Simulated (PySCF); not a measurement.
Compound: C3H3F3S.
SMILES: `CC(=S)C(F)(F)F`

The calculation used PBE0/pcSseg-1 in PySCF (dipole) on a GFN2-xTB geometry, gas phase.

Take the most abundant isotopes and a rigid rotor. 

Question: What are A, B and C (MHz)?

Answer: Ia = 161.30, Ib = 277.51, Ic = 347.77 u·Å²; 505379 MHz·u·Å²/I gives A = 3133, B = 1821, C = 1453 MHz.

Question: What kind of rotor is it?

Answer: An asymmetric top; Ray's κ = -0.562.

Question: What does the inertial defect say?

Answer: Not planar: Δ = Ic − Ia − Ib = -91.05 u·Å². For a rigid frame Δ = −2 Σ m c², so Σ m c² = 45.52 u·Å² lies off the ab plane: 1.55 from hydrogen and 43.97 from heavier atoms. The atom farthest from that plane is 1.08 Å away.

Question: Give the other two planar moments, Paa and Pbb, and the rms extents of the mass along the axes.

Answer: Paa = Σ m a² = (Ib + Ic − Ia)/2 = 231.99 and Pbb = Σ m b² = (Ia + Ic − Ib)/2 = 115.78 u·Å². With the mass M = 127.99 u, the rms extents √(P/M) along a, b and c are 1.35, 0.95, 0.60 Å.

Question: Which lines would a microwave search look for?

Answer: The dipole components are |μa| = 0.59 D, |μb| = 2.21 D, |μc| = 0.00 D; the mirror of this Cs structure is the ab plane, so μc vanishes by symmetry and there are no c-type lines. The squared components, which scale the intensities, stand as 0.07 : 1.00 (a : b). Some lines, for components of 0.1 D or more:

```json
{"type": "a", "branch": "Q", "J(Ka,Kc)": "1(1,0) ← 1(1,1)", "MHz": "368", "lower level (cm⁻¹)": "0.153"}
{"type": "a", "branch": "Q", "J(Ka,Kc)": "2(1,1) ← 2(1,2)", "MHz": "1104", "lower level (cm⁻¹)": "0.359"}
{"type": "b", "branch": "Q", "J(Ka,Kc)": "1(1,0) ← 1(0,1)", "MHz": "1680", "lower level (cm⁻¹)": "0.109"}
{"type": "b", "branch": "Q", "J(Ka,Kc)": "2(1,1) ← 2(0,2)", "MHz": "2115", "lower level (cm⁻¹)": "0.325"}
{"type": "a", "branch": "R", "J(Ka,Kc)": "1(0,1) ← 0(0,0)", "MHz": "3274", "lower level (cm⁻¹)": "0.000"}
{"type": "b", "branch": "Q", "J(Ka,Kc)": "2(2,0) ← 2(1,1)", "MHz": "4003", "lower level (cm⁻¹)": "0.396"}
{"type": "b", "branch": "R", "J(Ka,Kc)": "1(1,1) ← 0(0,0)", "MHz": "4586", "lower level (cm⁻¹)": "0.000"}
{"type": "b", "branch": "Q", "J(Ka,Kc)": "2(2,1) ← 2(1,2)", "MHz": "5040", "lower level (cm⁻¹)": "0.359"}
{"type": "b", "branch": "R", "J(Ka,Kc)": "2(0,2) ← 1(1,1)", "MHz": "5170", "lower level (cm⁻¹)": "0.153"}
{"type": "a", "branch": "R", "J(Ka,Kc)": "2(1,2) ← 1(1,1)", "MHz": "6181", "lower level (cm⁻¹)": "0.153"}
{"type": "a", "branch": "R", "J(Ka,Kc)": "2(0,2) ← 1(0,1)", "MHz": "6481", "lower level (cm⁻¹)": "0.109"}
{"type": "a", "branch": "R", "J(Ka,Kc)": "2(1,1) ← 1(1,0)", "MHz": "6916", "lower level (cm⁻¹)": "0.165"}
{"type": "b", "branch": "R", "J(Ka,Kc)": "2(1,2) ← 1(0,1)", "MHz": "7493", "lower level (cm⁻¹)": "0.109"}
{"type": "b", "branch": "R", "J(Ka,Kc)": "2(2,1) ← 1(1,0)", "MHz": "10852", "lower level (cm⁻¹)": "0.165"}
{"type": "b", "branch": "R", "J(Ka,Kc)": "2(2,0) ← 1(1,1)", "MHz": "11287", "lower level (cm⁻¹)": "0.153"}
```

Question: Estimate the classical rotational partition function at 25 K, 200 K and 298.15 K.

Answer: Point group Cs, symmetry number σ = 1; q = (√π/σ)·√((kT/h)³/(ABC)), k/h = 20836.6 MHz/K: 7320 at 25 K, 166000 at 200 K, 301000 at 298.15 K.

GFN2-xTB frequencies: not computed here. These are rigid-rotor constants of the computed structure; measured ground-state constants (B0) also hold zero-point vibration. A rigid rotor knows nothing of internal rotation, which can split or shift real lines.

The run took 21 s wall on one thread of an x86-64 server, shared host. This is the PBE0/pcSseg-1 job that gave the dipole, with the shieldings it also computed.

Shape of the structure used: `[CH3:1][C:2](=[S:3])[C:4]([F:5])([F:6])[F:7]`: C1–C2–C4–F5 59°.
